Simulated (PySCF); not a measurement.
PySCF was given this input:
```python
from pyscf import gto, scf, dft

mol = gto.M(
    atom='''
B    -0.000000   -0.000000   -0.799877
F     0.000000    0.000000    0.444376
''',
    basis='pcseg-0',
    charge=0,
    spin=0,
    verbose=4,
)

mf = dft.RKS(mol)
mf.xc = 'camb3lyp'
mf = mf.density_fit(auxbasis='def2-universal-jkfit')
mf.kernel()
```

Task: Give the number of basis functions at the level PySCF with DF-CAMB3LYP/pcseg-0.

Result: 18

Task: Give the HOMO-LUMO gap at the level DF-CAMB3LYP/pcseg-0.

Result: 9.71 eV

Task: What is the computed dipole moment (DF-CAMB3LYP/pcseg-0)?

Result: 1.01 D

Task: Estimate the HOMO energy that DF-CAMB3LYP/pcseg-0 returns for this input.

Result: -9.34 eV

Task: Estimate the Mulliken (on the basis functions themselves) charges in atom order that DF-CAMB3LYP/pcseg-0 returns for this input.

Result: B1 0.22, F2 -0.22

Task: Predict the total energy from DF-CAMB3LYP/pcseg-0.

Result: -248.537403 Ry
